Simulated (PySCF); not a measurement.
Computed IR spectrum (relative IR intensity) of a molecule C3H7FSi. Coordinates come from a PBE-D3(BJ)/def2-SVP optimisation. One conformer was computed; it need not be the lowest. All values below come from PBE-D3(BJ)/def2-SVP in PySCF. Frequencies are harmonic and unscaled.

Lines under 2 % of the strongest are left out, and lines within 2 cm⁻¹ are merged.

ν (cm⁻¹): 136 (vw), 405 (w), 495 (w), 687 (vw), 716 (m), 759 (m), 848 (m), 873 (w), 922 (vs), 1010 (w), 1026 (m), 1067 (w), 1104 (vs), 1264 (w), 1326 (w), 1352 (w), 1391 (w), 2166 (s), 2178 (s), 2954 (m), 3001 (vw), 3006 (vw), 3091 (w) (against the strongest line: vs over 80 %, s over 45 %, m over 15 %, w over 4 %, vw less)

Question: Which structure fits?
A. F[C@H]1CC[SiH2]1
B. F[C@H]1C[C@@H]1[SiH3]
C. C=C[SiH2]CF
D. FC1C[SiH2]C1

Answer: D, FC1C[SiH2]C1
